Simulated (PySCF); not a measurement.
CH4BFSe. Atoms are numbered in the order given.

```xyz
8

B     -0.1254     0.9273     0.0000
F     -1.3771     1.3812     0.0000
C      1.0550     1.9503     0.0000
H      0.9615     2.6069    -0.8818
H      2.0567     1.5028     0.0000
H      0.9615     2.6069     0.8818
Se     0.0355    -1.0139     0.0000
H      1.5040    -1.0134     0.0000
```
Charge 0, spin multiplicity 1.

The structure is a stationary point at PBE0-D3(BJ)/def2-SVP. This is a generated structure with no PubChem entry under its InChIKey; it may be hypothetical. One conformer was computed; it need not be the lowest.

Calculation: PBE0-D3(BJ)/def2-SVP (PySCF 2.14.0).

Frequencies are harmonic and unscaled.

Problem. Estimate the vibrational spectrum. (An estimate is asked for; the answer gives what the named calculation found.)

Solution. 
| mode | ν (cm⁻¹) | IR (km/mol) | moving atoms (share of kinetic energy) |
|---|---|---|---|
| 1 | 68 | 0.7 | H 96 % |
| 2 | 254 | 0.2 | C 31 %, H 24 %, F 23 %, B 13 %, Se 8 % |
| 3 | 302 | 1.8 | F 56 %, Se 25 %, C 9 % |
| 4 | 326 | 5.0 | H 89 % |
| 5 | 445 | 0.6 | B 50 %, H 40 %, F 10 % |
| 6 | 531 | 15.3 | C 30 %, H 23 %, B 20 %, F 17 %, Se 10 % |
| 7 | 733 | 11.0 | H 93 % |
| 8 | 838 | 17.1 | H 54 %, B 26 %, C 20 % |
| 9 | 867 | 4.7 | H 59 %, C 25 %, F 15 % |
| 10 | 1081 | 254.1 | B 67 %, H 21 %, C 8 % |
| 11 | 1283 | 137.8 | H 52 %, B 26 %, F 11 %, C 11 % |
| 12 | 1372 | 185.9 | B 48 %, H 22 %, C 18 %, F 12 % |
| 13 | 1428 | 6.0 | H 94 % |
| 14 | 1428 | 5.2 | H 96 % |
| 15 | 2473 | 11.8 | H 99 % |
| 16 | 3054 | 0.2 | H 97 % |
| 17 | 3136 | 1.0 | H 91 %, C 9 % |
| 18 | 3187 | 4.2 | H 91 %, C 9 % |
